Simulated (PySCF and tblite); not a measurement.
Results of a calculation; reference values are marked as such.
System: C8H8F2, numbered as in [CH3:1][C:2]1=[CH:3][C@@:4]2([CH:5]([F:6])[F:7])[CH:8]=[CH:9][C@@H:10]12.

For the rotation about the C4–C5 bond (torsion C3–C4–C5–F6 from -164° to -280°, falling): electronic barrier 2.71 kcal/mol, zero-point change 0.03 kcal/mol, thermal and entropy terms at 200 K a further 0.38 kcal/mol (symmetry numbers apart). The minimum is C1, the saddle C1. Geometries: GFN2-xTB; energies: PBE0/pcSseg-1 + D3(BJ); zero-point and thermal terms from GFN2-xTB harmonic modes (soft modes blended into free rotors). Rate constants are transition-state-theory values, counting equivalent paths, without tunnelling. Run with tblite and PySCF.

(1) How many equivalent paths lead out of the minimum?

(2) Work out the rate at 200 K.

Results:

(1) 1: the symmetry number of the minimum is 1, that of the saddle displaced along its mode 1.

(2) ΔG‡ = 3.12 kcal/mol; k_B T/h = 4.2×10¹² s⁻¹; exp(−ΔG‡/RT) = 0.00039; times 1 gives k = 1.6×10⁹ s⁻¹. Wigner's tunnelling factor for the 42i cm⁻¹ mode would be 1.00.
